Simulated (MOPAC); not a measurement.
MOPAC input (PM7):

```
PM7 PRECISE GNORM=0.05 LET XYZ CHARGE=-1 GEO-OK AUX(PRECISION=9) THREADS=1
CH3O2

O    -1.01533300 1    0.59968400 1    0.23844500 1
C    -0.30118500 1   -0.42178400 1   -0.11687400 1
O     1.20100700 1   -0.11743500 1   -0.09687100 1
H    -0.44830100 1   -0.79518000 1   -1.17341900 1
H    -0.36211400 1   -1.33371300 1    0.54797800 1
H     1.13213000 1    0.80160400 1    0.19409500 1
```

From the output:

```
                                                       MOPAC v23.2.5 Linux

          FINAL HEAT OF FORMATION =       -102.48719 KCAL/MOL =    -428.80642 KJ/MOL

          COSMO AREA              =         74.84 SQUARE ANGSTROMS
          COSMO VOLUME            =         56.02 CUBIC ANGSTROMS

          GRADIENT NORM           =          0.00835          =       0.00341 PER ATOM
          IONIZATION POTENTIAL    =          2.819220 EV
          HOMO LUMO ENERGIES (EV) =         -2.819  9.511
          NO. OF FILLED LEVELS    =         10
          MOLECULAR WEIGHT        =         47.0335         POINT GROUP:  Cs

          MOLECULAR DIMENSIONS (Angstroms)

            Atom       Atom       Distance
            H     6    H     4     2.65762
            O     1    O     3     2.16110
            H     6    H     5     1.71322

          SCF CALCULATIONS        =         17

   ATOM   CHEMICAL          X               Y               Z
  NUMBER   SYMBOL      (ANGSTROMS)     (ANGSTROMS)     (ANGSTROMS)

     1       O         -1.01262853  *   0.58061767  *   0.23234455  *
     2       C         -0.30289186  *  -0.43300160  *  -0.12029734  *
     3       O          1.16282425  *  -0.11091228  *  -0.09291888  *
     4       H         -0.43205679  *  -0.74413785  *  -1.17846715  *
     5       H         -0.34403127  *  -1.29415843  *   0.57964957  *
     6       H          1.24504848  *   0.79970783  *   0.18784865  *

                             CARTESIAN COORDINATES

   1    O       -1.012628525     0.580617674     0.232344552
   2    C       -0.302891864    -0.433001602    -0.120297340
   3    O        1.162824254    -0.110912284    -0.092918883
   4    H       -0.432056793    -0.744137854    -1.178467152
   5    H       -0.344031274    -1.294158432     0.579649572
   6    H        1.245048477     0.799707825     0.187848647

           Empirical Formula: C H3 O2  =     6 atoms

      MOLECULAR POINT GROUP   :   Cs

                  EIGENVALUES
 -22.48328 -20.28881 -15.86748  -9.79610  -9.46323  -8.59293  -6.48553  -5.20350
  -3.61479  -2.81922   9.51144  11.42098  11.90003  12.10336  12.36495

              NET ATOMIC CHARGES AND DIPOLE CONTRIBUTIONS

  ATOM NO.   TYPE          CHARGE      No. of ELECS.   s-Pop       p-Pop
    1          O          -0.954720        6.9547     1.89401     5.06071
    2          C           0.415396        3.5846     1.07482     2.50978
    3          O          -0.796698        6.7967     1.86108     4.93562
    4          H           0.009150        0.9908     0.99085
    5          H           0.009150        0.9908     0.99085
    6          H           0.317721        0.6823     0.68228
 DIPOLE           X         Y         Z       TOTAL
 POINT-CHG.     1.378    -1.862    -0.652     2.406
 HYBRID         0.175     0.415     0.121     0.466
 SUM            1.552    -1.447    -0.531     2.188

          ATOMIC ORBITAL ELECTRON POPULATIONS

     Atom    s        px        py        pz
    1  O   1.89401   1.64916   1.51195   1.89959
    2  C   1.07482   0.67240   0.86718   0.97020
    3  O   1.86108   1.53342   1.46048   1.94172
    4  H   0.99085
    5  H   0.99085
    6  H   0.68228

 **********************
 *                    *
 * JOB ENDED NORMALLY *
 *                    *
 **********************

 == MOPAC DONE ==
```

The dipole moment of an ion depends on the origin.

The geometry given is a B3LYP-D3(BJ)/def2-TZVP minimum.
